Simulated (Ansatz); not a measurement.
A CCSD(T) single point on BBrH3NS, SMILES `NB(S)Br`.

```yaml
crystal:
  periodic: [false, false, false]
  atoms:
    - {symbol: N, position_ang: [-0.997472, 0.379092, 0.579257]}
    - {symbol: B, position_ang: [0.085117, -0.004788, -0.201107]}
    - {symbol: S, position_ang: [1.512471, -0.835143, 0.546985]}
    - {symbol: Br, position_ang: [0.029616, 0.368938, -2.101627]}
    - {symbol: H, position_ang: [-1.801099, 0.840379, 0.190804]}
    - {symbol: H, position_ang: [-1.043632, 0.220856, 1.571255]}
    - {symbol: H, position_ang: [2.215009, -0.969324, -0.585557]}
basis:
  gaussian: {orbitals: def2-TZVPP}
correlation: {method: ccsd_t}
```

```sh
$ ansatz run in.yaml --threads 2 --pin off --events-out ev --progress --plain --max-ram 32768MiB --backend cuda --devices 0, --max-vram 18GiB
```

Log, shortened:

```
Functional definition: HF
1184 factors; integrals over basis functions are off by at most 1.3e-3 eV
mean field evaluation 1: about -83018.8956 eV, gradient 3.4e1 eV
mean field evaluation 2: about -83019.0621 eV, gradient 3.4e1 eV
mean field evaluation 4: about -83021.7136 eV, gradient 3.1e0 eV
mean field evaluation 8: about -83021.7610 eV, gradient 2.6e-1 eV
mean field -83021.76134386 eV, -3050.9934552159 hartree, gradient 2.4e-6 eV, S^2 0.000000; 0 other end points of the search recorded, 0 dependent functions left out
16 core orbitals not correlated: weight in the atoms' cores, before any rotation towards them, 1.000 or more for the frozen orbitals, at most 0.000 for the correlated occupied ones
reference -83021.76134386 eV, -3050.9934552159 hartree; 17, 17 occupied and 161, 161 virtual orbitals, 1184 factors
second order -20.80989798 eV of doubles, -0.00000000 eV of singles
cycle   1  -21.09728216 eV  change   -2.9e-1 eV  update   9.2e-2
cycle   2  -21.57213533 eV  change   -4.7e-1 eV  update   2.5e-2
cycle   3  -21.65310823 eV  change   -8.1e-2 eV  update   1.3e-2
cycle   4  -21.64001010 eV  change    1.3e-2 eV  update   3.4e-3
cycle   5  -21.64066637 eV  change   -6.6e-4 eV  update   1.4e-3
cycle   6  -21.64037272 eV  change    2.9e-4 eV  update   3.7e-4
cycle   7  -21.64020337 eV  change    1.7e-4 eV  update   1.1e-4
cycle   8  -21.64024028 eV  change   -3.7e-5 eV  update   4.2e-5
cycle   9  -21.64024836 eV  change   -8.1e-6 eV  update   1.4e-5
perturbative correction -0.89209784 eV, -0.0327839908 hartree
Total energy: -83044.29369006 eV, -3051.8215036657 hartree
```

Hardware: 2 threads of an AMD EPYC 7R13 on a shared host and a share of an NVIDIA H100 80 GB. Wall time 7.5 s, peak host memory 0.79 GiB.

The correlation energy is -22.532 eV, 4.0 % of it from (T); the T1 diagnostic reads 0.0100.
